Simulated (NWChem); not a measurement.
System: BPH$_{4}$; SMILES BP

NWChem input:

```
start job
memory heap 200 mb stack 900 mb global 1100 mb
geometry units angstroms noautoz
  B      0.002886     1.306230     0.000000
  H     -0.068432     1.898260    -1.048941
  H     -0.068432     1.898260     1.048941
  P     -0.054894    -0.548707     0.000000
  H      0.741000    -0.970528    -1.094225
  H      0.741000    -0.970528     1.094225
end
basis spherical
  * library def2-tzvp
end
dft
  xc xpbe96 cpbe96
  iterations 150
  vectors input atomic output neutral.movecs
end
task dft energy
charge 1
dft
  odft
  mult 2
  vectors input atomic output cation.movecs
end
task dft energy
```

All runs use the structure optimised with PBE0/def2-SVP.

Ions are spin-unrestricted doublets at the neutral geometry; other ion states weren't tried.

Task: Predict the main results of this run. (PBE/def2-TZVP, vertical spin-unrestricted ions.) Quantities: vertical ionisation energy, ΔSCF (eV); −ε(HOMO) (eV).

Result: 
| Item | Result |
|---|---|
| vertical ionisation energy, ΔSCF (eV) | 9.83 |
| −ε(HOMO) (eV) | 6.49 |
